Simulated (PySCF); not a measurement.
**Partial charges of `N#C[C@@H]1S[C@H]1CS[SiH3]`**

Compound: C4H7NS2Si.
Numbering: `[N:1]#[C:2][C@@H:3]1[S:4][C@H:5]1[CH2:6][S:7][SiH3:8]` (hydrogens: H9 on C3; H10 on C5; H11, H12 on C6; H13, H14, H15 on Si8)

Geometry (GFN2-xTB, Å), atoms numbered from 1 in this order:
```xyz
15
C4H7NS2Si angstrom
N     -3.979   -1.407   -1.048
C     -3.050   -1.230   -0.405
C     -1.904   -0.997    0.402
S     -2.165   -0.039    1.928
C     -1.276    0.357    0.408
C      0.215    0.466    0.485
S      0.917    0.130   -1.181
Si     2.994    0.514   -0.783
H     -1.256   -1.861    0.517
H     -1.754    1.115   -0.205
H      0.512    1.471    0.787
H      0.622   -0.264    1.186
H      3.412   -0.414    0.264
H      3.620    0.276   -2.067
H      3.088    1.891   -0.310
```

Density: PBE0/pcSseg-1 (PySCF); schemes: Mulliken, IAO, Hirshfeld and ESP-fitted. The structure is a single GFN2-xTB conformer in the gas phase; no vibrational or solvent corrections.

Question: What partial charge does each atom carry?

Answer: In e:

```tsv
atom	environment	Mulliken	IAO	Hirshfeld	ESP-fitted
N1	nitrile nitrogen	-0.234	-0.223	-0.208	-0.460
C2	nitrile carbon	+0.204	+0.139	+0.078	+0.448
C3	sp3 carbon bound to sulfur	-0.276	-0.209	-0.011	-0.244
S4	sulfide sulfur	+0.080	+0.054	+0.004	-0.072
C5	sp3 carbon bound to sulfur	-0.252	-0.150	-0.021	-0.078
C6	sp3 carbon bound to sulfur	-0.256	-0.331	-0.070	-0.209
S7	sulfur bonded to C and Si	-0.274	-0.198	-0.098	-0.276
Si8	SiH3 silicon	+0.484	+0.553	+0.306	+0.309
H9	methine hydrogen	+0.194	+0.195	+0.070	+0.221
H10	methine hydrogen	+0.182	+0.179	+0.058	+0.178
H11	methylene hydrogen	+0.180	+0.162	+0.050	+0.185
H12	methylene hydrogen	+0.162	+0.157	+0.042	+0.116
H13	Si–H hydrogen	-0.067	-0.119	-0.071	-0.049
H14	Si–H hydrogen	-0.059	-0.092	-0.058	-0.006
H15	Si–H hydrogen	-0.067	-0.118	-0.070	-0.063
```

Mean size of the charges over all atoms: Mulliken 0.198 e, ESP-fitted 0.194 e, IAO 0.192 e, Hirshfeld 0.081 e. Each set sums to the total charge, 0, to within 0.001 e. The IAO scheme projects the occupied orbitals on a minimal set of polarised atomic orbitals and counts the electrons in each atom's part of it.

Lowest charge. The schemes don't all agree: Mulliken C3 (-0.276); IAO C6 (-0.331); Hirshfeld N1 (-0.208); ESP-fitted N1 (-0.460).

Highest charge. The schemes don't all agree: Mulliken Si8 (+0.484); IAO Si8 (+0.553); Hirshfeld Si8 (+0.306); ESP-fitted C2 (+0.448).

Question: How many electrons does the Mulliken scheme count on S7?

Answer: Z − q = 16 − (-0.274) = 16.274.

Question: How closely do the schemes follow one another over all atoms?

Answer: Correlation coefficient and root-mean-square difference: Mulliken with IAO 0.97, 0.053 e; IAO with Hirshfeld 0.90, 0.132 e; Mulliken with ESP-fitted 0.87, 0.116 e; Mulliken with Hirshfeld 0.85, 0.143 e; IAO with ESP-fitted 0.83, 0.135 e; Hirshfeld with ESP-fitted 0.81, 0.159 e.
